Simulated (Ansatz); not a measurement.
CH9GeNSi can be A, `N[CH]([SiH3])[GeH3]`, or B, `C[N]([SiH3])[GeH3]`.

Computed with Ansatz on PBE0-D4/def2-TZVP structures; ΔE is electronic, products minus reactants. CBS: MP2 limit from def2 TZ/QZ plus the TZ coupled-cluster correction, frozen cores. DFT in def2-TZVPP. B3LYP here is the variant with VWN-RPA as its local correlation; programs differ in this. For Ge outer-core shells are correlated without core-valence functions, which leaves a few kJ/mol of doubt a bond. Scalar relativity is left out up to krypton. Each species was taken in one conformer, which may not be the lowest.

A:

```xyz
13

N     0.994   -1.124    0.673
C     0.515    0.097    0.030
Si   -0.221   -0.321   -1.648
Ge   -0.855    0.915    1.188
H     1.410   -0.937    1.577
H     1.691   -1.595    0.108
H     1.287    0.869   -0.125
H    -1.443   -1.154   -1.503
H     0.779   -1.081   -2.451
H    -0.561    0.934   -2.371
H    -0.262    1.048    2.606
H    -2.110    0.033    1.250
H    -1.225    2.315    0.667
```

B:

Z-matrix (Å, degrees):
```
C
N 1 1.456
H 1 1.095 2 111.1
H 1 1.095 2 110.6 3 118.4
H 1 1.098 2 113.0 3 -121.1
Si 2 1.718 1 118.3 3 -148.3
Ge 2 1.840 1 115.9 3 44.9
H 6 1.494 2 113.7 1 -66.9
H 6 1.485 2 108.2 1 172.7
H 6 1.490 2 109.4 1 52.2
H 7 1.533 2 108.0 1 -174.5
H 7 1.544 2 110.7 1 64.5
H 7 1.541 2 107.4 1 -53.8
```

Problem. Which is lower in electronic energy at CCSD(T)/CBS, and by how much? (Estimate.)

Solution. Computed: B, by 79.8 kJ/mol.

Problem. Give E(B) − E(A) in kJ/mol with CCSD/def2-TZVPP, ωB97M-V, CCSD(T)/def2-TZVPP, B3LYP-D4, MP2/def2-TZVPP, B3LYP, PBE0-D4. (An estimate is asked.)

Solution. Ansatz gave: CCSD/def2-TZVPP -84.8, ωB97M-V -78.9, CCSD(T)/def2-TZVPP -82.9, B3LYP-D4 -83.2, MP2/def2-TZVPP -86.1, B3LYP -82.6, PBE0-D4 -73.4. None reverses the order clearly.

Largest T1 diagnostic: 0.011.

In def2-TZVPP, CCSD(T) changes the Hartree–Fock value by +18.1 kJ/mol (the triples alone add +1.9 kJ/mol) and MP2 by +14.8 kJ/mol. From PBE to PBE0 (25 % exact exchange), in def2-TZVPP and without D4, E(B) − E(A) moves by −5.0 kJ/mol.
